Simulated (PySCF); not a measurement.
Molecule: `FC(F)O[C@H]1COCO1`, C4H6F2O3.

Bonds (- single, = double, # triple, : aromatic): F1-C2, C2-F3, C2-O4, O4-C5, C5-C6, C6-O7, O7-C8, C8-O9, O9-C5. C2 carries H10; C5 carries H11; C6 carries H12, H13; C8 carries H14, H15. Stereochemistry as in FC(F)O[C@H]1COCO1. H12, H15 are cis to O4 on the ring; H13, H14 are trans to O4 on the ring.

Frames of a GFN2-xTB Langevin trajectory at 300 K; GIAO PBE0/pcSseg-1 shieldings in PySCF 2.14, gas phase, non-relativistic; equivalent atoms averaged within each frame.

References, each an isolated molecule treated in the same way: CFCl3 for 19F (170.95 ppm); TMS for 13C (186.93 ppm), 1H (31.72 ppm); 17O (336.08 ppm) vs H2O. The references are static minima.

Task: How do the shifts (ppm) fluctuate along the trajectory?

Result: 
```tsv
time (fs)	F3	F1	C2	C8	C5	C6	O4	O9	O7	H10
250	-90.0	-91.9	128.3	102.6	101.8	79.7	168.1	128.0	64.2	7.41
425	-82.4	-91.1	132.4	97.3	108.3	77.9	185.9	155.7	88.0	7.25
625	-89.0	-76.9	130.3	98.1	104.5	85.8	168.1	165.4	90.5	7.13
800	-63.6	-106.0	129.3	104.1	92.5	79.0	166.6	125.7	42.9	7.27
1000	-89.7	-81.2	124.7	106.6	108.4	70.4	191.9	137.0	84.4	6.32
mean of frames	-83.0	-89.4	129.0	101.8	103.1	78.6	176.1	142.4	74.0	7.08
standard deviation	11.2	11.3	2.9	4.0	6.5	5.5	11.9	17.5	20.2	0.43
```

5 frames give an uncertainty of the mean of about the standard deviation over 2.2 at best, since frames this close in time may not be independent; classical motion lacks zero-point vibration, and the reference would need the same averaging.
